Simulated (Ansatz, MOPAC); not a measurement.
System: SiHSCl2 (charge 0, doublet). SMILES: S[Si](Cl)Cl

Atoms: S1, Si2, Cl3, Cl4, H5. Bonds: S1-Si2, S1-H5, Si2-Cl3, Si2-Cl4.

Bond lengths (Å) and angles (degrees) optimised at PM3 with MOPAC; HF/3-21G with Ansatz (an electronic-structure program); B3LYP/6-31G* with Ansatz; MP2/6-31G* with Ansatz, each started from the B3LYP-D3(BJ)/def2-TZVP structure (Ansatz) of the last column. A row stands for all coordinates that are equal there; 7 of 8 kinds are shown. 6-31G* holds six Cartesian d functions. No wavenumbers were computed at MP2/6-31G*, so these may be saddle points.

| coordinate | PM3 | HF/3-21G | B3LYP/6-31G* | MP2/6-31G* | B3LYP-D3(BJ)/def2-TZVP |
|---|---|---|---|---|---|
| S1-Si2 | 1.800 | 2.237 | 2.162 | 2.129 | 2.144 |
| S1-H5 | 1.310 | 1.352 | 1.352 | 1.344 | 1.346 |
| Si2-Cl3 | 2.019 | 2.166 | 2.079 | 2.049 | 2.064 |
| Si2-Cl4 | 2.039 | 2.180 | 2.091 | 2.059 | 2.073 |
| S1-Si2-Cl3 | 125.2 | 105.7 | 105.4 | 105.8 | 105.3 |
| S1-Si2-Cl4 | 131.7 | 111.5 | 112.3 | 112.7 | 111.9 |
| Cl3-Si2-Cl4 | 103.1 | 109.3 | 109.7 | 109.9 | 109.7 |

Mean signed difference of all 4 bond lengths from B3LYP-D3(BJ)/def2-TZVP: PM3 -0.115 Å, HF/3-21G 0.077 Å, B3LYP/6-31G* 0.014 Å, MP2/6-31G* -0.011 Å.
